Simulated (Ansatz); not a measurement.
The same molecule with X = B, Al, Ga, In. Ansatz, PBE0-D4/def2-TZVP geometries, multiplicity 1.

Elements past krypton have def2 core potentials. Scalar relativity is left out up to krypton.

```json
{"X": "B", "molecule": "`FB(Cl)Cl`", "mean X–Cl bond length / Å": "1.739", "mean X–F bond length / Å": "1.310", "size of the dipole moment (B3LYP/def2-TZVPP) / D": "0.31", "HOMO–LUMO gap (PBE0/def2-TZVPP) / eV": "8.41", "HOMO–LUMO gap (B3LYP/def2-TZVPP) / eV": "7.90"}
{"X": "Al", "molecule": "`[F][Al]([Cl])[Cl]`", "mean X–Cl bond length / Å": "2.065", "mean X–F bond length / Å": "1.633", "size of the dipole moment (B3LYP/def2-TZVPP) / D": "0.47", "HOMO–LUMO gap (PBE0/def2-TZVPP) / eV": "8.32", "HOMO–LUMO gap (B3LYP/def2-TZVPP) / eV": "7.71"}
{"X": "In", "molecule": "`[F][In]([Cl])[Cl]`", "mean X–Cl bond length / Å": "2.285", "mean X–F bond length / Å": "1.926", "size of the dipole moment (B3LYP/def2-TZVPP) / D": "1.03", "HOMO–LUMO gap (PBE0/def2-TZVPP) / eV": "6.63", "HOMO–LUMO gap (B3LYP/def2-TZVPP) / eV": "6.01"}
```

(1) Give the row for X = Ga, `[F][Ga]([Cl])[Cl]`. (An estimate is asked.)

Answers

(1) The calculation gave: 
```json
{"X": "Ga", "molecule": "`[F][Ga]([Cl])[Cl]`", "mean X–Cl bond length / Å": "2.104", "mean X–F bond length / Å": "1.733", "size of the dipole moment (B3LYP/def2-TZVPP) / D": "0.88", "HOMO–LUMO gap (PBE0/def2-TZVPP) / eV": "7.72", "HOMO–LUMO gap (B3LYP/def2-TZVPP) / eV": "7.07"}
```

From B to In the mean X–Cl bond length rises at each step, by 0.546 Å in all; the mean X–F bond length rises at each step, by 0.616 Å in all; the HOMO–LUMO gap (PBE0/def2-TZVPP) falls at each step, by 1.78 eV in all; the HOMO–LUMO gap (B3LYP/def2-TZVPP) falls at each step, by 1.89 eV in all. Bonds lengthen as the atom grows down the group. Dipoles are sizes alone, and their direction can turn along the series.

B3LYP here is the variant with VWN-RPA as its local correlation; programs differ in this.
